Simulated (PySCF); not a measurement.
A PySCF script (with the pyscf-properties extension) for the NMR shieldings of `BC(B)OB(C)OC`, C3H11B3O2, on a GFN2-xTB geometry:

```python
import basis_set_exchange as bse
import numpy as np
from pyscf import gto, dft
from pyscf.prop import nmr

atoms = """
B    -2.899598    1.228402   -0.603950
C    -1.683669    0.500140    0.081279
B    -2.088283   -1.018243    0.134964
O    -0.430167    0.792703   -0.539021
B     0.743833    0.242781   -0.168872
C     0.926553   -0.806123    1.038429
O     1.792863    0.701073   -0.906876
C     3.119986    0.286925   -0.718069
H    -2.760828    1.735987   -1.643260
H    -3.929950    1.238582   -0.056076
H    -1.651133    0.873959    1.116361
H    -1.616412   -1.770310   -0.622612
H    -2.899432   -1.366420    0.899304
H    -0.022343   -1.234412    1.357305
H     1.375880   -0.320248    1.904156
H     1.580711   -1.628565    0.757820
H     3.257089   -0.748289   -1.047009
H     3.421326    0.363233    0.330626
H     3.753769    0.938077   -1.321960
"""
names = dict.fromkeys(["B", "C", "O", "H"], "pcSseg-1")
basis = {el: gto.basis.parse(bse.get_basis(n, elements=[el], fmt="nwchem")) for el, n in names.items()}
mol = gto.M(atom=atoms, basis=basis, charge=0, verbose=0)
mf = dft.RKS(mol, xc="PBE0")
mf.grids.level = 2
mf.grids.alignment = dft.numint.BLKSIZE   # the property module wants whole blocks of grid points
mf.conv_tol = 1e-9
mf.kernel()

calc = nmr.RKS(mf)   # GIAO
C = mf.mo_coeff
Co = C[:, mf.mo_occ > 0]
resp = mf.gen_response(singlet=True, hermi=2)
def vind(x):   # induced exchange potential for any number of trial vectors
    d = np.einsum("pi,xij,qj->xpq", C, 2 * x.reshape(-1, C.shape[1], Co.shape[1]), Co, optimize=True)
    return np.einsum("xpq,pi,qj->xij", resp(d - d.transpose(0, 2, 1)), C, Co, optimize=True).ravel()
mo1, _ = nmr.rhf.solve_mo1(calc, with_cphf=vind)
sigma = calc.kernel(mo1)
for i, s in enumerate(sigma):   # ppm
    print("%2d %-2s %9.2f" % (i, mol.atom_pure_symbol(i), np.trace(s) / 3))
```

Problem. What are the results?

Solution. 
```
 0 B      14.18
 1 C      70.95
 2 B      14.49
 3 O     145.12
 4 B      70.40
 5 C     189.74
 6 O     221.20
 7 C     131.81
 8 H      23.56
 9 H      23.58
10 H      25.29
11 H      24.00
12 H      23.41
13 H      32.67
14 H      31.59
15 H      31.39
16 H      27.84
17 H      28.07
18 H      27.66
```

These numbers come from an equivalent density-fitted implementation of the same equations, which agrees with the script to about 0.01 ppm for H and up to a few tenths of a ppm for heavy atoms, so last digits may differ.

Size and cost of the density-fitted run: 191 basis functions, 68 s wall time on 1 thread of an Arm Neoverse N1, shared host; peak memory 0.85 GiB.
